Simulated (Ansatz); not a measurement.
## Ligand exchange: Ge(CH3)(NH2)3 + CH5N → Ge(NH2)4 + C2H6

Gas-phase species: Ge(CH3)(NH2)3, singlet; CH5N (methylamine) `CN`, singlet; Ge(NH2)4, singlet; C2H6 (ethane) `CC`, singlet. The partners trade CH3 for NH2: Ge–CH3 and C–NH2 bonds give way to Ge–NH2 and C–CH3.

Shapes, held fixed at every level: PBE0-D4/def2-TZVP. Flexible molecules stand in one conformer, not always the lowest. Programs: Ansatz 0.2.0. Electronic energies: no zero-point or thermal term.

Estimate ΔE of this reaction.

The highest level, CCSD(T)/def2-TZVPP, gives ΔE = -68.3 kJ/mol; the levels span -74.3 to -64.8. The column of differences is taken from that level and isn't an error. No measured value is set beside it here. Relativity is left out for Ge. Outer-core shells of Ge are correlated, in sets that cover them unevenly.

```csv
level,kind,ΔE (kJ/mol),less CCSD(T)/def2-TZVPP
HF/def2-TZVPP,Hartree–Fock,-74.3,-6.0
B3LYP-D4/def2-TZVPP,global hybrid,-66.6,+1.7
PBE0-D4/def2-TZVPP,global hybrid,-64.8,+3.5
wB97M-V/def2-TZVPP,range-separated hybrid,-67.3,+1.0
B2PLYP/def2-TZVPP,double hybrid,-69.0,-0.7
MP2/def2-TZVPP,perturbation theory,-71.2,-2.9
CCSD/def2-TZVPP,coupled cluster or CI,-68.9,-0.6
CCSD(T)/def2-TZVPP,coupled cluster or CI,-68.3,0.0
```
